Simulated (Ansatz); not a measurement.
`CC[Te]C` + `[F][Ti]([F])([SH])[Cl]` → `C[S][Ti]([F])([F])[Cl]` + `C[Te]C`  (substitution at a C–C bond)

Program: Ansatz. Geometries: PBE0-D4/def2-TZVP. ΔE: electronic, gas phase. CBS: MP2 limit from def2 TZ/QZ plus the TZ coupled-cluster correction, frozen cores. DFT in def2-TZVPP. B3LYP here is the variant with VWN-RPA as its local correlation; programs differ in this. HSE06 is defined as in plane-wave codes. Elements past krypton have def2 core potentials. For Te, Ti outer-core shells are correlated without core-valence functions, which leaves a few kJ/mol of doubt a bond. Scalar relativity is left out up to krypton. Each species was taken in one conformer, which may not be the lowest.

`CC[Te]C`:

Cartesian coordinates in Å:
```
C -1.733 0.928 -0.833
C -0.700 -0.048 -0.309
Te 1.044 0.987 0.408
C 2.077 -0.794 0.977
H -2.616 0.394 -1.195
H -2.061 1.620 -0.054
H -1.341 1.519 -1.663
H -1.089 -0.632 0.527
H -0.365 -0.733 -1.088
H 2.239 -1.423 0.104
H 1.506 -1.326 1.736
H 3.039 -0.493 1.391
```

`[F][Ti]([F])([SH])[Cl]`:

Z-matrix (Å, degrees):
```
Ti
F 1 1.735
S 1 2.265 2 105.8
F 1 1.741 2 113.2 3 118.7
Cl 1 2.182 2 110.8 3 -119.0
H 3 1.349 1 90.4 2 163.4
```

`C[S][Ti]([F])([F])[Cl]`:

```xyz
9

C    -0.981   -0.902   -0.795
S     0.802   -0.601   -1.009
Ti    1.077    0.777    0.739
F     0.431   -0.030    2.152
F     2.783    1.103    0.842
Cl   -0.107    2.583    0.364
H    -1.210   -1.835   -1.308
H    -1.247   -1.008    0.257
H    -1.548   -0.087   -1.243
```

`C[Te]C`:

```xyz
9

C    -1.375   -0.380   -0.651
Te   -0.553    1.250    0.458
C     1.382    0.365    0.645
H    -0.828   -0.506   -1.583
H    -2.414   -0.132   -0.869
H    -1.336   -1.290   -0.054
H     1.813    0.208   -0.342
H     2.004    1.061    1.207
H     1.307   -0.576    1.188
```

| level | ΔE (kcal/mol) | difference from CCSD(T)/CBS |
| --- | --- | --- |
| r2SCAN-D4 | 0.3 | -0.4 |
| B3LYP-D4 | 0.2 | -0.5 |
| r2SCAN0-D4 | 0.7 | 0.0 |
| HSE06-D4 | 0.6 | -0.1 |
| BHLYP-D4 | 0.9 | 0.2 |
| B2PLYP | 0.5 | -0.2 |
| PBE-QIDH | 1.0 | 0.3 |
| BLYP | 0.1 | -0.6 |
| PBE0 | 0.9 | 0.2 |
| r2SCANh | 0.5 | -0.2 |
| HSE06 | 0.8 | 0.1 |
| CCSD(T)/def2-SVP | 2.8 | 2.1 |
| HF/def2-TZVPP | 2.2 | 1.5 |
| MP2/def2-TZVPP | 1.0 | 0.3 |
| SCS-MP2/def2-TZVPP | 1.1 | 0.4 |
| SCS-MP2/def2-QZVPP | 0.8 | 0.1 |
| CCSD(T)/CBS | 0.7 | 0 |

Largest T1 diagnostic among the species: 0.025, so the coupled-cluster value is less sure than usual.

From BLYP to BHLYP (50 % exact exchange), in def2-TZVPP and without D4, ΔE moves by +1.2 kcal/mol. Leaving LDA and LC-ωPBE aside and taking each functional with its dispersion term where it has one, the values, not all of them listed here, spread over 1.4 kcal/mol, from BLYP-D4 to PBE-QIDH. LDA lies +1.1 kcal/mol from PBE without D4.
